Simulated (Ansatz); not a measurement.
C$_{2}$H$_{5}$ClSi, SMILES `ClC1C[SiH2]1`, relaxed with RKS PBE-D4/def2-SVP in the Gaussian-basis code of Ansatz from a rough embedded geometry. The force threshold is 0.03 eV/Å; the program also tests the step.

Total charge 0; spin multiplicity 1.

Start:

```xyz
9

Cl    0.405   -1.814    1.494
C    -0.426   -0.495    0.707
C    -0.279   -0.385   -0.734
Si    0.549    0.941    0.200
H    -1.397   -0.332    1.141
H     0.418   -1.018   -1.283
H    -1.110   -0.028   -1.381
H     1.994    0.852   -0.058
H    -0.154    2.279   -0.086
```

```json
{"step": "1", "energy (eV)": "-22533.9661", "largest force (eV/Å)": "3.002", "largest move (Å)": "0.000"}
{"step": "2", "energy (eV)": "-22534.3604", "largest force (eV/Å)": "1.546", "largest move (Å)": "0.178"}
{"step": "3", "energy (eV)": "-22534.3857", "largest force (eV/Å)": "0.457", "largest move (Å)": "0.200"}
{"step": "4", "energy (eV)": "-22534.4462", "largest force (eV/Å)": "0.352", "largest move (Å)": "0.195"}
{"step": "5", "energy (eV)": "-22534.4534", "largest force (eV/Å)": "0.205", "largest move (Å)": "0.020"}
{"step": "6", "energy (eV)": "-22534.4540", "largest force (eV/Å)": "0.048", "largest move (Å)": "0.017"}
{"step": "7", "energy (eV)": "-22534.4548", "largest force (eV/Å)": "0.036", "largest move (Å)": "0.018"}
{"step": "8", "energy (eV)": "-22534.4549", "largest force (eV/Å)": "0.013", "largest move (Å)": "0.009"}
```

End:

```xyz
9

Cl    0.406   -1.835    1.500
C    -0.395   -0.464    0.686
C    -0.303   -0.391   -0.844
Si    0.575    1.022    0.041
H    -1.397   -0.295    1.117
H     0.350   -1.146   -1.315
H    -1.249   -0.239   -1.393
H     2.064    0.971    0.114
H    -0.051    2.378    0.094
```

It took 12 s on 4 threads of a server CPU on a shared host, with 0.14 GiB of host memory at the peak.
